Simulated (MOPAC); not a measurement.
A run for MOPAC: PM7 on ZnP, 2S+1 = 4, a spin state set in the input, which need not be the lowest, a point of a bond scan (R = 2.507 Å).

```
PM7 1SCF PRECISE CHARGE=0 UHF MS=1.5 THREADS=1
PZn

Zn     0.00000000 1     0.00000000 1     0.00000000 1
P      0.00000000 1     0.00000000 1     2.50668500 1
```

The log:

```
*******************************************************************************
 **                                                                           **
 **                              MOPAC v23.2.5                                **
 **                                                                           **
 *******************************************************************************
 ** MOPAC's Digital Object Identifier: https://doi.org/10.5281/zenodo.6511958 **
 **                                                                           **
 ** Please cite the open-source release paper for use of this MOPAC version:  **
 ** J. E. Moussa and J. J. P. Stewart (2026)                                  **
 ** MOPAC: An open-source semiempirical molecular orbital program             **
 ** J. Open Source Softw., 11(119), 8025, https://doi.org/10.21105/joss.08025 **
 *******************************************************************************

                              PM7 CALCULATION RESULTS

 *******************************************************************************
 *  PM7        - The PM7 Hamiltonian to be used
 *  UHF        - UNRESTRICTED HARTREE-FOCK CALCULATION
 *
 *
 *
 *                 CHARGE ON SYSTEM = 0
 *
 *
 *
 *  MS=        - IN MECI, MAGNETIC COMPONENT OF SPIN =  1.5
 *  PRECISE    - TIGHTER CRITERIA TO BE USED
 *  1SCF       - DO 1 SCF AND THEN STOP
 *  THREADS=1  - MULTI-THREADING NOT USED
 *  T=         - A TIME OF 172800.0 SECONDS REQUESTED
 *  DUMP=N     - RESTART FILE WRITTEN EVERY 7200.0 SECONDS REQUESTED
 *******************************************************************************
PM7 1SCF PRECISE CHARGE=0 UHF MS=1.5 THREADS=1
 PZn

   ATOM   CHEMICAL          X               Y               Z
  NUMBER   SYMBOL      (ANGSTROMS)     (ANGSTROMS)     (ANGSTROMS)

     1      Zn          0.00000000  *   0.00000000  *   0.00000000  *
     2       P          0.00000000  *   0.00000000  *   2.50668500  *



          CARTESIAN COORDINATES

    NO.       ATOM           X           Y           Z

     1        Zn          0.0000      0.0000      0.0000
     2         P          0.0000      0.0000      2.5067

 General Reference for PM7:
 "Optimization of Parameters for Semiempirical Methods VI: More Modifications to the
 NDDO Approximations and Re-optimization of Parameters", J. J. P. Stewart, J. Mol. Mod., 1:32, 19 (2013)
 https://link.springer.com/article/10.1007/s00894-012-1667-x

           Empirical Formula: Zn P  =     2 atoms



      MOLECULAR POINT GROUP   :   C*v


          UHF CALCULATION, NO. OF ALPHA ELECTRONS =    5
                           NO. OF BETA  ELECTRONS =    2

 -------------------------------------------------------------------------------
 PM7 1SCF PRECISE CHARGE=0 UHF MS=1.5 THREADS=1
 PZn



     1SCF WAS SPECIFIED, SO BFGS WAS NOT USED
     SCF FIELD WAS ACHIEVED


                              PM7 CALCULATION
                                                       MOPAC v23.2.5 Linux




          FINAL HEAT OF FORMATION =         51.26715 KCAL/MOL =     214.50176 KJ/MOL


          COSMO AREA              =         73.99 SQUARE ANGSTROMS
          COSMO VOLUME            =         54.83 CUBIC ANGSTROMS

          IONIZATION POTENTIAL    =          7.115161 EV
          ALPHA SOMO LUMO (EV)    =         -7.115  2.800
          BETA  SOMO LUMO (EV)    =        -12.399 -3.682
          NO. OF ALPHA ELECTRONS  =          5
          NO. OF BETA  ELECTRONS  =          2
          MOLECULAR WEIGHT        =         96.3538         POINT GROUP:  C*v

          MOLECULAR DIMENSIONS (Angstroms)

            Atom       Atom       Distance
            P     2   Zn     1     2.50669
            P     2   Zn     1     0.00000
           Zn     1    P     2     0.00000


          SCF CALCULATIONS        =          1





   ATOM   CHEMICAL          X               Y               Z
  NUMBER   SYMBOL      (ANGSTROMS)     (ANGSTROMS)     (ANGSTROMS)

     1      Zn          0.00000000  *   0.00000000  *   0.00000000  *
     2       P          0.00000000  *   0.00000000  *   2.50668500  *

                             CARTESIAN COORDINATES

   1   Zn        0.000000000     0.000000000     0.000000000
   2    P        0.000000000     0.000000000     2.506685000


           Empirical Formula: Zn P  =     2 atoms



      MOLECULAR POINT GROUP   :   C*v


          ALPHA EIGENVALUES
 -45.92602 -14.32501 -10.91191 -10.91191  -7.11516   2.80036   4.01433   4.01433
 104.57365 104.57365 104.67375 104.67375 104.95307


           BETA EIGENVALUES
 -42.09257 -12.39929  -3.68225  -3.68225   0.55772   5.01226   5.01226   6.73506
 104.56571 104.56571 104.67803 104.67803 104.90802


              NET ATOMIC CHARGES AND DIPOLE CONTRIBUTIONS

  ATOM NO.   TYPE          CHARGE      No. of ELECS.   s-Pop       p-Pop       d-Pop
    1         Zn           0.293785        1.7062     1.31692     0.38929
    2          P          -0.293785        5.2938     1.96450     3.32486     0.00442
 DIPOLE           X         Y         Z       TOTAL
 POINT-CHG.     0.000     0.000    -3.537     3.537
 HYBRID        -0.000    -0.000     1.576     1.576
 SUM           -0.000    -0.000    -1.962     1.962


          ATOMIC ORBITAL ELECTRON POPULATIONS

     Atom    s        px        py        pz      x^2-y^2     xz        z^2       yz        xy
    1 Zn   1.31692   0.00294   0.00294   0.38342
    2  P   1.96450   0.99706   0.99706   1.33075   0.00000   0.00001   0.00441   0.00001   0.00000


                    (SZ)    =    1.500000
                    (S**2)  =    3.776820


          ATOMIC ORBITAL SPIN POPULATIONS

    Atom   Total    s     px     py     pz   x^2-y^2  xz     z^2    yz     xy
         Atomic
    1 Zn  0.6293  0.288  0.003  0.003  0.335
    2  P  2.3707 -0.001  0.997  0.997  0.378  0.000  0.000 -0.001  0.000  0.000

 **********************
 *                    *
 * JOB ENDED NORMALLY *
 *                    *
 **********************




 == MOPAC DONE ==
```

The run finished.

Cost: roughly 0.020 core-seconds.
